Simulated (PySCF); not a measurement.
A search over the determinants of GaP

Unrestricted PBE0; PySCF, scalar-relativistic core potentials, basis sets Ga cc-pVTZ-PP with ECP10, P cc-pV(T+d)Z. Outer shells of the fragments: Ga 3d10 4s2 4p1; P 3s2 3p3.

Followed along the bond (rough minima from three points):

| 2Ms+1 | unpaired | ⟨S²⟩ at the start | R at minimum (Å) | Te (eV) |
| --- | --- | --- | --- | --- |
| 3 | π ↑↑ | 2.01 | 2.47 | 0.00 |
| 3 | σ ↑, π ↑ | 2.01 | 2.24 | 0.10 |
| 1 | σ ↓, π ↑ | 1.02 | 2.23 | 0.28 |
| 1 | π ↑↓ | 1.01 | 2.46 | 0.30 |
| 1 | none | 0.00 | none in the scan | ≤ 1.06 |

Solutions found at the starting distance of 2.270 Å, counted from the lowest of them; the search is not exhaustive and high or unbound solutions are not listed, so other states can lie among these:

```
2Ms+1    unpaired   term  E (eV)  ⟨S²⟩  ⟨Lz²⟩  μ (D)
    3    σ ↑, π ↑     ³Π    0.00  2.01   1.02  -2.35
    3        π ↑↑    ³Σ⁻    0.05  2.01   0.00  -0.51
    1    σ ↓, π ↑  mixed    0.18  1.02   1.02  -2.42
    1        π ↑↓  mixed    0.34  1.01   2.03  -0.47
    1        none    ¹Σ⁺    1.19  0.00   0.00  -3.64
    1        none  mixed    1.39  0.00   2.01  -0.23
    5  σ ↑, π ↑↑↑     ⁵Π    2.14  6.01   1.00   0.74
    3  σ ↑, π ↑↑↓  mixed    2.64  3.02   3.04   0.67
    3  σ ↓, π ↑↑↑  mixed    2.77  3.03   1.01   0.94
    1  σ ↑, π ↑↓↓  mixed    2.95  2.03   3.04   1.00
```

A term symbol is given only where ⟨S²⟩ and ⟨Lz²⟩ are close to those of a pure state; real π, δ and φ orbitals otherwise mix terms. A positive dipole means Ga(−)P(+).

Question: Compare the gap between the two lowest followed solutions at the starting distance with the gap between their minima.

Answer: At PBE0 the second solution (triplet, unpaired electrons σ ↑, π ↑) lies -0.05 eV from the first (triplet, unpaired electrons π ↑↑) at 2.270 Å and +0.10 eV at the minima; the two curves relax by different amounts, since their minima lie near 2.24 and 2.47 Å.

Spin–orbit coupling is left out.
